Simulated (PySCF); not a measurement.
Worked example: entropy of an ideal gas

C₃H₇, SMILES [CH2]CC, multiplicity 2.

The structure is a stationary point at TPSSh-D3(BJ)/def2-TZVP. The isomer is the one that the SMILES or the coordinates give; other isomers of the formula were not compared.

TPSSh-D3(BJ)/def2-TZVP in PySCF 2.14.0 gives the harmonic wavenumbers 111, 244, 359, 478, 748, 881, 917, 1049, 1082, 1175, 1271, 1359, 1411, 1472, 1474, 1507, 1513, 2925, 3016, 3026, 3089, 3095, 3128, 3228 cm⁻¹ and the rotational temperatures 1.5754, 0.4315, 0.3740 K. The molar mass is 43.09 g/mol, the symmetry number 1, the spin multiplicity 2.

Task: Work out the entropy at 298.15 K and 1 atm in the rigid-rotor, harmonic-oscillator model.

Result: 
Translation (Sackur–Tetrode at 1 atm): S = R[1.5 ln M + 2.5 ln T − 1.16487] = 155.7 J/(mol K).
Rotation: q = (√π/σ) T^1.5/√(θA θB θC) = 18100, S = R[ln q + 3/2] = 94.0 J/(mol K).
Vibration: with u = 1.4388 ν/T, each mode gives R[u/(e^u − 1) − ln(1 − e^−u)]:
```
ν (cm⁻¹)  modes     u  S (J/(mol K))
--------  -----  ----  -------------
111           1  0.54          13.60
244           1  1.18           7.42
359           1  1.73           4.71
478           1  2.31           2.99
748           1  3.61           1.06
881           1  4.25           0.63
917           1  4.43           0.55
1049          1  5.06           0.32
1082          1  5.22           0.28
1175          1  5.67           0.19
1271          1  6.13           0.13
1359          1  6.56           0.09
1411          1  6.81           0.07
1472          1  7.10           0.06
1474          1  7.11           0.05
1507          1  7.27           0.05
1513          1  7.30           0.05
```
The stiffer modes add less than 0.005 each. Sum 32.3 J/(mol K).
Spin: R ln 2 = 5.8 J/(mol K).
Total 287.7 J/(mol K); the program's own thermochemistry gives 287.7. Translation makes up 54 % and vibration 11 %. Anharmonicity, hindered rotation and orbital degeneracy are left out.
